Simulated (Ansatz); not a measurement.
A nudged elastic band was laid between two geometries of BrH5Si2 + CH4 (13 atoms, charge 0, multiplicity 1).

The calculation used RKS PBE-D4/def2-mTZVP in Ansatz.

```yaml
movable_images: 5
climbing_image: yes
spring: 5.0 eV/Å²
optimiser: quadratic models (default)
start_path: through a guess of the saddle point
force_threshold: 0.03 eV/Å
iteration_limit: 60
end_points: relaxed
```

Initial state:

```xyz
13
Properties=species:S:1:pos:R:3
Si -1.054 -0.983 1.125
Br -0.592 -2.876 -0.021
H -1.910 -1.358 2.294
H -1.845 -0.089 0.224
Si 0.963 0.002 1.810
H 0.334 -0.106 -2.043
C 0.050 0.931 -2.262
H 1.630 -0.870 2.828
H 1.870 0.175 0.632
H 0.684 1.343 2.420
H 0.621 1.289 -3.128
H 0.271 1.567 -1.394
H -1.023 0.977 -2.486
```

Final state:

```xyz
13
Properties=species:S:1:pos:R:3
Si -0.856 0.258 0.296
Br 0.764 -3.041 -1.599
H -1.320 -1.173 0.129
H -1.992 0.982 0.959
Si 1.026 0.231 1.704
H -0.269 -2.351 -0.843
C -0.482 0.987 -1.407
H 0.725 -0.492 2.982
H 2.175 -0.452 1.026
H 1.440 1.633 2.040
H 0.301 0.408 -1.918
H -0.134 2.027 -1.325
H -1.378 0.981 -2.045
```

Problem. What changes between the two ends?

Solution. Bonds broken: Si1–Br2, H6–C7. Bonds formed: Si1–C7, Br2–H6. BrH5Si2 + CH4 becomes BrH + CH8Si2.

Problem. What energy profile does the band end with?

Solution. It converged. The highest image is number 3 of 0 to 6, 2.39 eV above the first end and 1.37 eV above the last; the last end lies 1.02 eV above the first. Neighbouring images differ by up to 1.6 eV, so the band resolves the path poorly. A vibrational analysis at the climbing image gives one clearly imaginary mode, 388i cm⁻¹: a first-order saddle point. The orbitals stay closed-shell, which can raise the energy where a bond breaks towards radicals; this wasn't checked here.

```tsv
image	path coordinate (Å)	energy (eV)	Si1–Br2 (Å)	H6–C7 (Å)	Si1–C7 (Å)
0	0.00	0.00	2.26	1.10	4.04
1	1.60	0.02	2.26	1.10	3.86
2	3.20	0.79	2.34	1.09	3.10
3	4.80	2.39	2.90	1.22	2.20
4	6.23	1.21	3.67	2.35	1.91
5	7.66	1.04	3.98	3.28	1.89
6	9.10	1.02	4.14	3.39	1.89
```

Problem. What is the geometry of the highest image?

Solution. 
```xyz
13
Properties=species:S:1:pos:R:3:forces:R:3
Si -0.802 -0.037 0.403 0.00 0.00 0.00
Br 0.712 -2.327 -0.528 0.00 0.00 0.00
H -1.883 -1.054 0.460 -0.01 -0.01 0.00
H -1.511 1.298 0.444 0.00 0.00 0.00
Si 1.055 0.000 1.821 0.00 0.01 0.00
H -0.045 -0.577 -1.216 0.01 -0.01 0.00
C -0.436 0.473 -1.710 0.00 0.02 -0.01
H 1.155 -1.288 2.560 0.00 -0.01 0.01
H 2.265 0.283 0.993 0.01 0.00 -0.01
H 0.878 1.133 2.796 0.00 0.00 0.00
H 0.036 0.084 -2.631 0.00 -0.01 0.00
H 0.074 1.410 -1.467 0.00 0.00 0.00
H -1.500 0.604 -1.925 0.00 0.00 0.00
```

The band took 19 iterations and of the order of 16 core-minutes.

Run time: 4.2 min on 4 threads of Arm Neoverse N1, on a shared host, peak memory 0.21 GiB.
